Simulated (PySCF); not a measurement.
C3H8FNSi, SMILES [SiH2](F)/C=N/CC.

The structure is a stationary point at PBE0-D3(BJ)/def2-SVP. The structure was generated by enumeration; whether it is a known compound was not checked. The values are those of a single conformer.

Two levels are set side by side: TDA-PBE/def2-SVPD (PySCF) and TDA-ωB97X/def2-SVPD (PySCF). Vertical, same geometry. The lowest singlet is HOMO→LUMO 99 % with PBE and HOMO→LUMO 96 % with the other functional; states are paired by order. Differences are taken from unrounded values.

| quantity | TDA-PBE |
|---|---|
| lowest singlet excitation (eV) | 4.17 |
| lowest triplet excitation (TDA) (eV) | 3.34 |
| first bright state (f over 0.05) (eV) | 6.03 |
| its oscillator strength | 0.11 |

**Question.** These are the TDA-PBE values. What does TDA-ωB97X give? (Estimate from the structure and the level; the computed values follow.)

**Answer.** 
```json
[
 {"quantity": "lowest singlet excitation (eV)", "TDA-ωB97X": "4.51", "TDA-PBE minus TDA-ωB97X": "-0.34"},
 {"quantity": "lowest triplet excitation (TDA) (eV)", "TDA-ωB97X": "3.68", "TDA-PBE minus TDA-ωB97X": "-0.34"},
 {"quantity": "first bright state (f over 0.05) (eV)", "TDA-ωB97X": "7.05", "TDA-PBE minus TDA-ωB97X": "-1.02"},
 {"quantity": "its oscillator strength", "TDA-ωB97X": "0.08", "TDA-PBE minus TDA-ωB97X": "0.03"}
]
```

Functionals without exact exchange tend to place singlet excitations lower, as here. Differences between two approximate levels are no errors against the true value.

Rough cost on one machine, each run with all the roots and properties that it gave: TDA-ωB97X against TDA-PBE about 5 times.
